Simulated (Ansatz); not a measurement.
CH4FNOSi (`F[SiH]1NCO1`), relaxed with RKS PBE-D4/def2-SVP in Ansatz from a rough embedded geometry. The force threshold is 0.03 eV/Å; the program also tests the step.

The species carries charge 0 and has multiplicity 1.

Start:

```xyz
9

F    -0.174    0.919    2.164
Si    0.306   -0.137    1.115
N     0.565    0.670   -0.309
C    -0.328   -0.248   -1.085
O    -0.997   -0.640    0.229
H     1.336   -1.150    1.429
H     0.083    1.573   -0.241
H    -1.010    0.181   -1.778
H     0.218   -1.168   -1.525
```

| step | energy (eV) | largest force (eV/Å) | largest move (Å) |
| --- | --- | --- | --- |
| 1 | -15214.4874 | 4.755 | 0.000 |
| 2 | -15215.5701 | 1.574 | 0.197 |
| 3 | -15215.7735 | 0.967 | 0.124 |
| 4 | -15215.8759 | 0.776 | 0.155 |
| 5 | -15215.9444 | 0.828 | 0.200 |
| 6 | -15215.9528 | 0.805 | 0.130 |
| 7 | -15215.9877 | 0.291 | 0.058 |
| 8 | -15215.9903 | 0.150 | 0.055 |
| 9 | -15215.9921 | 0.052 | 0.015 |
| 10 | -15215.9922 | 0.037 | 0.023 |
| 11 | -15215.9924 | 0.021 | 0.009 |

End:

```xyz
9

F    -0.510    0.713    2.259
Si    0.275   -0.149    1.114
N     0.596    0.629   -0.396
C    -0.409   -0.245   -1.017
O    -0.726   -1.088    0.116
H     1.343   -0.861    1.869
H     0.751    1.584   -0.718
H    -1.318    0.291   -1.384
H    -0.002   -0.873   -1.843
```

It took 40 s on 2 threads of an Arm Neoverse N1 on a shared host, with 0.17 GiB of host memory at the peak.
